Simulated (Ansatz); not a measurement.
`FC(F)(F)c1ccc(-c2ccc(-c3ccc(-c4ccc(C(F)(F)F)nc4)nc3)nc2)nc1`, relaxed as a singlet with RKS PBE-D4/def2-SVP in Ansatz, starting from the GFN2-xTB geometry. Force threshold 0.03 eV/Å.

Single mean-field runs in def2-SVP are fitted with def2-universal-jkfit.

Start:

```xyz
44

F     2.7978   -9.1912    1.6079
C     2.1745   -8.3934    2.4882
F     2.9375   -8.3913    3.5989
F     1.0301   -9.0083    2.8215
C     1.9519   -7.0089    1.9563
C     2.7517   -6.4963    0.9409
C     2.5197   -5.2065    0.5052
C     1.4989   -4.4611    1.1045
C     1.1981   -3.0865    0.7003
C     2.1434   -2.2409    0.1195
C     1.7753   -0.9604   -0.2424
C     0.4628   -0.5404   -0.0122
C     0.0042    0.8040   -0.3651
C     0.5982    1.5701   -1.3674
C     0.1136    2.8364   -1.6329
C    -0.9727    3.3101   -0.8957
C    -1.5587    4.6355   -1.1216
C    -2.8949    4.8690   -0.7920
C    -3.4401    6.1213   -1.0063
C    -2.6127    7.1004   -1.5438
C    -3.1565    8.4812   -1.8235
F    -3.9588    8.9110   -0.8319
F    -2.2100    9.4036   -1.9833
F    -3.9115    8.4989   -2.9398
N    -1.3416    6.9005   -1.8489
C    -0.8274    5.7062   -1.6418
N    -1.5579    2.5681    0.0455
C    -1.0869    1.3708    0.3039
N    -0.4343   -1.3414    0.5650
C    -0.0830   -2.5590    0.9040
N     0.7337   -4.9717    2.0694
C     0.9502   -6.1981    2.4858
H     3.5302   -7.1013    0.5005
H     3.1094   -4.7927   -0.2967
H     3.1636   -2.5666   -0.0226
H     2.5020   -0.2854   -0.6665
H     1.4144    1.1735   -1.9533
H     0.5505    3.4327   -2.4178
H    -3.4787    4.0638   -0.3742
H    -4.4677    6.3403   -0.7646
H     0.2216    5.6172   -1.8878
H    -1.5886    0.8117    1.0815
H    -0.8496   -3.1683    1.3619
H     0.2982   -6.5566    3.2714
```

(1) Estimate the energy that the relaxation releases and the steps that it takes.

(2) Does the start keep its bonding?

(3) Predict the relaxed structure.

Answers

(1) 42.1 kJ/mol, in 18 steps; 58 s on 2 threads of AMD EPYC 7R13 on a shared host and a share (18 GiB) of an NVIDIA H100 80GB HBM3. The force fell under the threshold at step 13, but the optimiser went on and released 0.003 eV more. No frequencies were taken in this run, so the end may be a saddle point.

(2) By distances, no bond broke or formed. The bond that changes most is C26–H41, from 1.08 to 1.10 Å (atoms count from 1).

(3) 
```xyz
44

F     2.826   -9.291    1.660
C     2.165   -8.502    2.541
F     2.904   -8.467    3.677
F     0.994   -9.108    2.843
C     1.948   -7.117    1.986
C     2.879   -6.534    1.112
C     2.660   -5.230    0.665
C     1.511   -4.529    1.104
C     1.216   -3.142    0.676
C     2.067   -2.379   -0.150
C     1.706   -1.079   -0.505
C     0.487   -0.542   -0.030
C     0.035    0.828   -0.367
C     0.774    1.724   -1.167
C     0.267    2.995   -1.437
C    -0.988    3.368   -0.903
C    -1.599    4.699   -1.145
C    -2.823    5.032   -0.528
C    -3.393    6.287   -0.758
C    -2.714    7.174   -1.608
C    -3.263    8.560   -1.911
F    -4.429    8.782   -1.253
F    -2.393    9.523   -1.540
F    -3.503    8.712   -3.231
N    -1.552    6.881   -2.210
C    -1.016    5.680   -1.982
N    -1.698    2.515   -0.130
C    -1.207    1.303    0.124
N    -0.331   -1.270    0.764
C     0.020   -2.509    1.100
N     0.616   -5.105    1.938
C     0.827   -6.352    2.361
H     3.759   -7.103    0.779
H     3.377   -4.766   -0.026
H     3.017   -2.789   -0.520
H     2.373   -0.490   -1.150
H     1.751    1.440   -1.584
H     0.849    3.691   -2.056
H    -3.296    4.283    0.122
H    -4.344    6.577   -0.292
H    -0.066    5.481   -2.507
H    -1.808    0.630    0.757
H    -0.669   -3.076    1.747
H     0.066   -6.784    3.033
```
Bond lengths: 21 × C–C 1.40 to 1.52 Å; 8 × C–N 1.33 to 1.35 Å; 6 × C–F 1.35 to 1.36 Å; 12 × C–H 1.10 Å.
